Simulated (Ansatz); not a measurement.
boron atom (B), doublet; HF/def2-SVP in Ansatz (a quantum-chemistry and plane-wave program).

The Ansatz input:
Ansatz 0.2 input:
```yaml
crystal:
  periodic: [false, false, false]
  atoms:
    - {symbol: B, position_ang: [0.00000000, 0.00000000, 0.00000000]}
basis:
  gaussian:
    orbitals: def2-SVP
hamiltonian:
  xc: hf
magnetization: {spin_polarized: true, initial_magnetization: 1}
```

Task: Predict the main parts of the log of this Ansatz run.

Result: 
```
Functional definition: HF
73 factors; integrals over basis functions are off by at most 1.3e-4 eV
mean field evaluation 1: about -666.3808 eV, gradient 4.5e0 eV
mean field evaluation 2: about -666.3811 eV, gradient 4.5e0 eV
mean field evaluation 4: about -666.6924 eV, gradient 3.0e-1 eV
mean field evaluation 8: about -666.6941 eV, gradient 2.5e-5 eV
mean field evaluation 16: about -666.3869 eV, gradient 1.8e0 eV
mean field evaluation 32: about -666.6945 eV, gradient 2.9e-2 eV
mean field -666.69405939 eV, -24.5005547810 hartree, gradient 4.1e-5 eV, S^2 0.755636; 1 other end points of the search recorded, 0 dependent functions left out
reference -666.69405939 eV, -24.5005547810 hartree; 3, 2 occupied and 11, 12 virtual orbitals, 73 factors
Total energy: -666.69405939 eV, -24.5005547810 hartree
```
